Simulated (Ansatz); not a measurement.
```yaml
crystal:
  periodic: [false, false, false]
  atoms:
    - {symbol: C, position_ang: [-1.343640, -0.133254, 1.165316]}
    - {symbol: Si, position_ang: [-0.181449, 0.403494, -0.008049]}
    - {symbol: N, position_ang: [1.096642, 1.246784, 0.626336]}
    - {symbol: O, position_ang: [-0.774843, 1.278264, -1.342136]}
    - {symbol: Si, position_ang: [0.955774, -1.423307, -0.859082]}
    - {symbol: H, position_ang: [-1.917462, 0.855425, 1.661427]}
    - {symbol: H, position_ang: [-0.788922, -0.597550, 1.957512]}
    - {symbol: H, position_ang: [-2.215397, -0.614895, 0.801296]}
    - {symbol: H, position_ang: [1.976560, 1.720048, 0.136385]}
    - {symbol: H, position_ang: [0.852289, 2.172000, 1.585024]}
    - {symbol: H, position_ang: [-1.396641, 0.842300, -1.799738]}
    - {symbol: H, position_ang: [1.411412, -2.299650, 0.018018]}
    - {symbol: H, position_ang: [2.334863, -0.951439, -1.688737]}
    - {symbol: H, position_ang: [0.175056, -2.244834, -1.930290]}
basis:
  gaussian: {orbitals: "6-31G*"}
total_charge: 1
magnetization: {spin_polarized: true, initial_magnetization: 1}
hamiltonian: {xc: {name: PBE1PBE}}
accuracy: high
```

```sh
$ ansatz run in.yaml --threads 4 --pin off --events-out ev --progress --plain --max-ram 10444MiB
```

Shortened log:

```
Error: YAML parse error: error: line 22 column 19: hamiltonian.xc: no functional is named "PBE1PBE"; the names, which are not case-sensitive, are SVWN5, SPW92, PBE, PBE0, PBEsol, revPBE, revPBE0, RPBE, rPW86-PBE, HSE06, wPBEh, LC-wPBE, HISS, HF, BLYP, B3LYP, B3LYP5, BHLYP, CAM-B3LYP, r2SCAN, r2SCANh, r2SCAN0, r2SCAN50, m-r2SCAN, B97, wB97, wB97X, wB97X-V, B97M-V, wB97M-V, B2PLYP, B2GP-PLYP, PBE0-DH, PBE-QIDH
20 | total_charge: 1
21 | magnetization: {spin_polarized: true, initial_magnetization: 1}
22 | hamiltonian: {xc: {name: PBE1PBE}}
23 | accuracy: high
```

What is wrong with this run?

The method's name isn't one that the program takes here. The program refused the input.

HSE06 is defined as in plane-wave codes.
